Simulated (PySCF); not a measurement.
How far are cheaper levels from CCSD(T)/CBS for SnH⁻?

PySCF; the state is a triplet (π ↑↑). The composite is CCSD(T) extrapolated to the basis-set limit from two correlation-consistent sets, with core-valence (CV) and scalar-relativistic (SR) terms as its label shows; it has no spin–orbit coupling and nothing beyond (T). Here it is CCSD(T)/CBS(DT). It gives Re = 1.800 Å, ωe = 1546 cm⁻¹ and De = 2.60 eV to Sn⁻ + H.

```json
{"level": "UHF-MP2", "basis": "aug-cc-pVDZ-PP/aug-cc-pVDZ", "relativity": "scalar-relativistic core potentials", "Re (Å)": "1.805", "ωe (cm⁻¹)": "1559", "De (eV)": "2.21"}
{"level": "UHF-MP2", "basis": "def2-TZVPPD", "relativity": "scalar-relativistic core potentials", "Re (Å)": "1.784", "ωe (cm⁻¹)": "1604", "De (eV)": "2.29"}
{"level": "UHF-CCSD(T)", "basis": "def2-SVPD", "relativity": "scalar-relativistic core potentials", "Re (Å)": "1.823", "ωe (cm⁻¹)": "1494", "De (eV)": "2.43"}
{"level": "PBE", "basis": "def2-SVPD", "relativity": "scalar-relativistic core potentials", "Re (Å)": "1.842", "ωe (cm⁻¹)": "1449", "De (eV)": "2.61"}
{"level": "PW91", "basis": "def2-TZVPPD", "relativity": "scalar-relativistic core potentials", "Re (Å)": "1.828", "ωe (cm⁻¹)": "1469", "De (eV)": "2.60"}
{"level": "BLYP", "basis": "def2-TZVPPD", "relativity": "scalar-relativistic core potentials", "Re (Å)": "1.842", "ωe (cm⁻¹)": "1423", "De (eV)": "2.72"}
{"level": "TPSSh", "basis": "def2-TZVPPD", "relativity": "scalar-relativistic core potentials", "Re (Å)": "1.814", "ωe (cm⁻¹)": "1526", "De (eV)": "2.72"}
{"level": "PBE0", "basis": "def2-TZVPPD", "relativity": "scalar-relativistic core potentials", "Re (Å)": "1.811", "ωe (cm⁻¹)": "1534", "De (eV)": "2.53"}
{"level": "B97-3", "basis": "def2-TZVPPD", "relativity": "scalar-relativistic core potentials", "Re (Å)": "1.822", "ωe (cm⁻¹)": "1502", "De (eV)": "2.60"}
{"level": "MN15", "basis": "def2-TZVPPD", "relativity": "scalar-relativistic core potentials", "Re (Å)": "1.807", "ωe (cm⁻¹)": "1529", "De (eV)": "2.69"}
```

Question: Give the difference of each row from the composite.

Answer: 

```tsv
level	basis	ΔRe (pm)	Δωe (%)	ΔDe (eV)
UHF-MP2	aug-cc-pVDZ-PP/aug-cc-pVDZ	+0.5	+0.8	-0.39
UHF-MP2	def2-TZVPPD	-1.6	+3.8	-0.31
UHF-CCSD(T)	def2-SVPD	+2.3	-3.4	-0.17
PBE	def2-SVPD	+4.2	-6.3	+0.01
PW91	def2-TZVPPD	+2.8	-5.0	+0.00
BLYP	def2-TZVPPD	+4.2	-8.0	+0.12
TPSSh	def2-TZVPPD	+1.4	-1.3	+0.12
PBE0	def2-TZVPPD	+1.1	-0.8	-0.07
B97-3	def2-TZVPPD	+2.2	-2.8	+0.00
MN15	def2-TZVPPD	+0.7	-1.1	+0.09
```

Question: Which rows come closest in De?

Answer: PBE in def2-SVPD (+0.01 eV); PW91 in def2-TZVPPD (+0.00 eV); B97-3 in def2-TZVPPD (+0.00 eV), counted from the composite.

Correlated steps freeze 4 core orbitals. Correlated levels converge slowly with the basis: in double zeta they bind strong bonds too weakly, by up to about 1 eV, and carry superposition errors of some tenths. These are scalar-relativistic numbers at best; spin–orbit coupling would shift them, the dissociation energy most. For an ion De counts to the pair picked by the measured ionisation energies or electron affinities, which need not be the lowest pair at this level. The highest Kohn–Sham level is positive in some of these anions. Much of that is self-interaction error, but it also means that the finite basis helps to hold the extra electron. The state is the lowest determinant that a PBE0 search found; another state may lie lower at other levels.
